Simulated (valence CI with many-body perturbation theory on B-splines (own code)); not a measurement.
# Ni¹⁵⁺: what each term of the Hamiltonian does

Calculated by valence CI with perturbative core correlation (CI+MBPT): three valence electrons over a frozen Dirac-Fock core [Ne], radial functions for each j: 11 s, 11 p, 9 d, 7 f, 5 g, 2 h, 1 i, with the one-electron correlation potential Σ1, the two-electron term Σ2, the three-electron term Σ3, Breit, model QED; selected CI, second order for the rest (own B-spline code, finite nucleus).

No measured levels were compared; by estimate levels of excited configurations hold to 0.05 to 0.15 % of their energy, terms of the ground configuration to about 0.5 %.

Each rung adds one term. CI alone is the Dirac-Coulomb CI over the frozen core; QED comes last and gives the full result, which names the levels. Energies are above 3s2 3p 2P°_1/2 on the same rung, in cm⁻¹.

Names give the largest LS component (configuration and term), which can be under half, so a name can repeat, a term be missing and a line seem to break the LS rules; names also repeat where a configuration has a term twice. Letters in brackets count levels of one name in rising energy.

| Level | CI alone | + Σ1 | + Σ2 | + Σ3 | + Breit | Full |
| --- | --- | --- | --- | --- | --- | --- |
| 3s2 3p 2P°_3/2 | 28246 | 28380 | 28430 | 28432 | 27712 | 27775 |
| 3s 3p2 4P_1/2 | 259250 | 258435 | 259740 | 259850 | 260207 | 259386 |
| 3s 3p2 4P_3/2 | 271351 | 270604 | 271972 | 272085 | 272083 | 271295 |
| 3s 3p2 4P_5/2 | 285311 | 284622 | 285965 | 286076 | 285650 | 284892 |
| 3s 3p2 2D_3/2 | 348305 | 347631 | 347992 | 348076 | 347767 | 347073 |
| 3s 3p2 2D_5/2 | 352604 | 351975 | 352400 | 352487 | 351902 | 351225 |
| 3s 3p2 2S_1/2 | 421400 | 420719 | 418522 | 418454 | 418601 | 417788 |
| 3s 3p2 2P_1/2 | 453431 | 452828 | 449675 | 449626 | 449255 | 448475 |
| 3s 3p2 2P_3/2 | 464063 | 463467 | 459548 | 459520 | 459006 | 458225 |
| 3s2 3d 2D_3/2 | 545380 | 544716 | 541352 | 541106 | 539917 | 539835 |
| 3s2 3d 2D_5/2 | 548839 | 548261 | 544948 | 544698 | 543158 | 543095 |
| 3p3 2D°_3/2 | 665251 | 663763 | 663907 | 664137 | 664176 | 662755 |
| 3p3 2D°_5/2 | 672420 | 670986 | 671525 | 671778 | 671325 | 669965 |
| 3p3 4S°_3/2 | 683746 | 682270 | 680020 | 680142 | 680200 | 678600 |
| 3s 3p 3d 4F°_3/2 | 736140 | 734625 | 735294 | 735297 | 734676 | 733845 |
| 3p3 2P°_1/2 | 744114 | 742748 | 741219 | 741297 | 741108 | 739651 |
| 3s 3p 3d 4F°_5/2 | 742348 | 740881 | 741556 | 741558 | 740643 | 739833 |
| 3p3 2P°_3/2 | 750952 | 749645 | 748361 | 748448 | 747827 | 746434 |
| 3s 3p 3d 4F°_7/2 | 751486 | 750089 | 750771 | 750773 | 749467 | 748681 |
| 3s 3p 3d 4F°_9/2 | 764555 | 763255 | 764004 | 764008 | 762212 | 761461 |
| 3s 3p 3d 4P°_5/2 | 793141 | 791714 | 790175 | 790021 | 789070 | 788245 |
| 3s 3p 3d 4D°_3/2 | 796257 | 794791 | 793006 | 792895 | 792013 | 791200 |
| 3s 3p 3d 4D°_1/2 | 798104 | 796603 | 794574 | 794495 | 793700 | 792890 |
| 3s 3p 3d 4D°_7/2 | 812912 | 811543 | 809499 | 809435 | 807823 | 807055 |
| 3s 3p 3d 4D°_5/2 | 813649 | 812252 | 810421 | 810321 | 808935 | 808159 |
| 3s 3p 3d 4P°_1/2 | 813035 | 811649 | 810474 | 810291 | 809112 | 808345 |
| 3s 3p 3d 4P°_3/2 | 813689 | 812298 | 810836 | 810688 | 809392 | 808622 |
| 3s 3p 3d 2D°_3/2 [a] | 828704 | 827304 | 824493 | 824415 | 823337 | 822402 |
| 3s 3p 3d 2D°_5/2 [a] | 829847 | 828473 | 825829 | 825738 | 824460 | 823549 |
| 3s 3p 3d 2F°_5/2 [a] | 855175 | 853755 | 852085 | 851852 | 850815 | 849994 |
| 3s 3p 3d 2F°_7/2 [a] | 877217 | 875901 | 874296 | 874070 | 872455 | 871682 |

Question: How does the ionisation energy move along the ladder, and which term matters most?

Answer: CI alone 498.32, + Σ1 499.07, + Σ2 498.87, + Σ3 498.83, + Breit 498.60, + QED 498.61 eV. The largest step is Σ1, 0.74 eV. NIST lists 495.4 ± 1.7 eV (semi-empirical).
